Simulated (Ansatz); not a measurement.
Relaxation of Cl$_{3}$H$_{4}$NSTi (10 atoms, charge 0, multiplicity 1), to a largest force component of 0.03 eV/Å in at most 50 steps.

Method: RKS B3LYP/def2-SVP in Ansatz.

```xyz
10
Properties=species:S:1:pos:R:3
Ti -0.187 0.172 -0.018
Cl -0.145 0.121 2.314
Cl 1.851 0.348 -0.823
Cl -1.419 1.850 -0.668
N -1.035 -1.293 -0.703
H -1.947 -1.335 -1.158
H -0.560 -2.198 -0.648
S 1.650 -2.810 0.842
H 0.926 -3.709 1.551
H 1.448 -1.828 1.789
```

Where does it end, and by what steps?

The run converged. The force dipped under the threshold on the way, but the program's further checks kept it going. After 25 steps the energy has fallen by 0.180 eV; Cl3 moved furthest, 1.43 Å.

```
step  energy less start (eV)  largest force component (eV/Å)  accepted
   0                  0.0000                           1.088       yes
   1                 -0.1061                           0.317       yes
   2                 -0.1310                           0.186       yes
   3                 -0.1410                           0.133       yes
   4                 -0.1481                           0.146       yes
   5                 -0.1505                           0.160       yes
   6                 -0.1537                           0.120       yes
   7                 -0.1551                           0.254       yes
   8                 -0.1586                           0.090       yes
   9                 -0.1622                           0.072       yes
  10                 -0.1652                           0.160       yes
  11                 -0.1676                           0.155       yes
  12                 -0.1717                           0.052       yes
  13                 -0.1745                           0.079       yes
  14                 -0.1760                           0.090       yes
  15                 -0.1771                           0.088       yes
  16                 -0.1780                           0.080       yes
  17                 -0.1790                           0.053       yes
  18                 -0.1792                           0.054       yes
  19                 -0.1796                           0.049       yes
  20                 -0.1798                           0.033       yes
  21                 -0.1800                           0.021       yes
  22                 -0.1802                           0.034       yes
  23                 -0.1802                           0.036       yes
  24                 -0.1803                           0.031       yes
  25                 -0.1803                           0.023       yes
```

```xyz
10
Properties=species:S:1:pos:R:3
Ti -0.236 0.510 -0.119
Cl 0.556 0.323 1.935
Cl 1.248 1.494 -1.419
Cl -2.152 1.572 -0.257
N -0.517 -1.191 -0.716
H -1.157 -1.449 -1.469
H 0.000 -2.005 -0.354
S 1.247 -3.623 1.173
H 0.118 -3.858 1.882
H 1.474 -2.456 1.824
```

Whether the end is a true minimum wasn't checked by a vibrational analysis.

The run took 79 s on 4 threads of Intel(R) Xeon(R) CPU @ 2.60GHz (Ice Lake), on a shared host, peak memory 0.45 GiB.
